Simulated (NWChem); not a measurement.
## Correlation energy of Cl2Si

```
Si
Cl 1 2.1112
Cl 1 2.1112 2 101.95
```
Charge 0, spin multiplicity 1.

Program: NWChem. All single points use one geometry, from PBE/def2-SVP, a minimum by its harmonic frequencies.

Basis set: cc-pVTZ. Each correlation energy counts from its own Hartree-Fock reference.

The correlated methods keep 15 core orbitals frozen. The structure started from a generated list of species. Coupled-cluster values serve here as a point of comparison, not as the truth.

### Question
One of these methods gave a correlation energy of -533.0 mHa. Which?
A. RI-MP2
B. CCSD+T(CCSD)
C. CR-CCSD[T]
D. SCS-MP2

### Answer
B, CCSD+T(CCSD). The others give -470.3 (RI-MP2), -463.1 (SCS-MP2), -526.9 (CR-CCSD[T]).
